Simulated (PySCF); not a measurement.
(E)-1-chloro-3,3-difluoroprop-1-ene (C3H3ClF2), SMILES C(/C=C/Cl)(F)F.

Geometry: PBE-D3(BJ)/def2-SVP. Other conformers were not sampled.

All values below come from PySCF with TDA-PBE/def2-SVPD.

Vertical excitations. Isolated molecule, no solvent.

Computed lowest excited states:
| state | energy (eV) | λ (nm) | f | main pairs |
|---|---|---|---|---|
| S1 | 5.89 | 211 | 0.003 | HOMO−1→LUMO 99 % |
| S2 | 6.32 | 196 | 0.223 | HOMO→LUMO 46 %, HOMO→LUMO+1 38 % |
| S3 | 6.43 | 193 | 0.133 | HOMO→LUMO+1 60 %, HOMO→LUMO 28 % |
| S4 | 6.65 | 186 | 0.005 | HOMO−2→LUMO 96 % |
| S5 | 7.16 | 173 | 0.000 | HOMO→LUMO+2 97 % |
| S6 | 7.31 | 170 | 0.003 | HOMO→LUMO+3 98 % |
| S7 | 7.49 | 166 | 0.008 | HOMO−1→LUMO+1 94 % |
| S8 | 7.73 | 160 | 0.004 | HOMO→LUMO+4 91 % |
| S9 | 7.74 | 160 | 0.002 | HOMO−4→LUMO 77 %, HOMO−3→LUMO 15 % |
| S10 | 8.00 | 155 | 0.058 | HOMO−2→LUMO+1 89 % |
| T1 | 4.00 | 310 | 0 | HOMO→LUMO 97 % |
| T2 | 5.72 | 217 | 0 | HOMO−1→LUMO 99 % |
| T3 | 5.93 | 209 | 0 | HOMO→LUMO+1 99 % |
| T4 | 6.35 | 195 | 0 | HOMO−2→LUMO 100 % |
Triplets are in the Tamm–Dancoff approximation.
